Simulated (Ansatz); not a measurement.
The lowest singlet and triplet of AsH (SMILES [AsH]); geometries from B3LYP-D3(BJ)/def2-TZVP, each state relaxed from the structure named, with no frequency check, low spin by broken symmetry.
Singlet at the triplet's geometry (charge 0, multiplicity 1):
```xyz
2

As     0.0000     0.0000    -0.0452
H      0.0000     0.0000     1.4904
```

```csv
level,"gap E(singlet) − E(triplet), vertical, at the triplet's geometry (kcal/mol)",cost
U-PBE/def2-TZVPP (spin-contaminated),7.91,×2
U-r2SCAN/def2-TZVPP (spin-contaminated),7.33,×4
U-PBE0/def2-TZVPP (spin-contaminated),8.21,×2
R-BHLYP/def2-TZVPP,31.60,×1
R-MP2/cc-pVTZ,34.12,-
R-SCS-MP2/cc-pVQZ,28.78,-
R-CCSD/cc-pVTZ,29.02,-
R-CCSD(T)/cc-pVDZ,29.81,×0.8
R-CCSD(T)/cc-pVTZ,26.86,×2
R-CCSDT/cc-pVQZ,22.19,-
"SA-CASSCF(6,5)/cc-pVDZ",30.16,-
"SA-CASSCF(6,5)/cc-pVTZ",27.65,-
"FIC-MRCISD+Q on SA-CASSCF(6,5)/cc-pVQZ",20.85,-
FCI/cc-pVDZ,26.47,×2
```

The rows run from 7.33 (U-r2SCAN/def2-TZVPP (spin-contaminated)) to 34.12 kcal/mol (R-MP2/cc-pVTZ). In cc-pVTZ the value moves R-MP2 34.12, R-CCSD 29.02, R-CCSD(T) 26.86, a shift of -7.26 from R-MP2 to R-CCSD(T). From cc-pVDZ to cc-pVTZ R-CCSD(T) changes by -2.95.

A positive gap puts the triplet lower; no zero-point energy. R- takes a restricted singlet, here one determinant of a half-filled degenerate or near-degenerate pair, which mixes singlet states. U- takes an unrestricted singlet (broken symmetry where lower, unprojected). The triplet is unrestricted in single-reference levels. Active spaces average the two states.

Cores are frozen in the correlated methods. Filled d and f shells under p-block atoms count as core.

Doubts at one or more of the structures used: a restricted determinant that unrestricted orbitals would lower (R-BHLYP/def2-TZVPP, R-MP2/cc-pVTZ, R-SCS-MP2/cc-pVQZ, R-CCSD/cc-pVTZ, R-CCSD(T)/cc-pVDZ, R-CCSD(T)/cc-pVTZ, R-CCSDT/cc-pVQZ); other coupled-cluster roots lie near (R-CCSDT/cc-pVQZ).

Programs: Ansatz (a quantum-chemistry and plane-wave program). Values without a source in brackets are computed.

Costs are rough ratios of core time to R-PBE/def2-TZVPP (about 1.8 s over the structures, on one shared machine); a dash marks a level with no comparable run of its own.
